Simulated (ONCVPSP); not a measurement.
## Before and after: ONCV potential for tungsten

W (Z = 74), optimised norm-conserving Vanderbilt (ONCV), made with ONCVPSP 4.0.1 (LDA (Perdew-Wang 92), scalar-relativistic). Core [Kr] 4d10 4f14, reference 5s2 5p6 5d4 (charge +2). Waves: 5s: rc 1.80 bohr, ncon 4, nbas 7, qcut 7.3 1/bohr, 3 projectors, debl 1.1 Ha; 5p: rc 1.20 bohr, ncon 3, nbas 6, qcut 5.5 1/bohr, 2 projectors, debl 2.6 Ha; 5d: rc 2.25 bohr, ncon 5, nbas 9, qcut 7.3 1/bohr, 2 projectors, debl 3.4 Ha. Local part: polynomial inside 0.80 bohr (lpopt 5, dvloc0 3 Ha). Core correction: none.

In the s channel the program set the typed energies aside and used -3.510, 0.050, 1.150 Ha.

Change: core correction Teter function, fcfact 5.5, rcfact 1.05.

Cutoffs: the cutoffs (Ha) at which the residual kinetic energy of the hardest occupied pseudo-wave falls to 1 and 0.1 mHa per electron; they do not see the model core or the augmentation charge, which bear on the density cutoff. Errors are all-electron minus pseudo energies relative to the spin-unpolarised reference configuration.

**Question.** What does the change do?

**Answer.** Both files keep a bound ghost (s); of the 4 tests that both files solve, the error grows in 0 and shrinks in 2 by more than 15 % and 0.3 meV (median size 6.7 → 5.9 meV). A model core, the more so a compact one, raises the density cutoff, which this test does not measure.

```csv
quantity,base,changed
bound ghosts,s,s
GHOST(+) flags under 300 eV,p at 143.5 eV,p at 143.5 eV
"error for 5s2 5p6 5d4 6s2, meV [ΔE -25.14 eV]",+11,+7.2
"error for 5s2 5p6 5d4 6s1, meV [ΔE -16.02 eV]",+6.0,+4.7
"error for 5s2 5p6 5d3, meV [ΔE 25.71 eV]",-7.5,-7.8
"error for 5s2 5p6 5d5, meV [ΔE -15.17 eV]",+0.5,+0.4
s: phases at 1.83 bohr within 0.05 rad from the reference energy up to (Ha; the scan ends near 5),to the end of the scan,to the end of the scan
p: phases at 1.22 bohr within 0.05 rad from the reference energy up to (Ha; the scan ends near 5),to the end of the scan,to the end of the scan
d: phases at 2.28 bohr within 0.05 rad from the reference energy up to (Ha; the scan ends near 5),to the end of the scan,to the end of the scan
```

 A true bound ghost makes a file unfit for plane-wave use even where its test errors are small: the radial tests pick states by their node count and pass the ghost by.
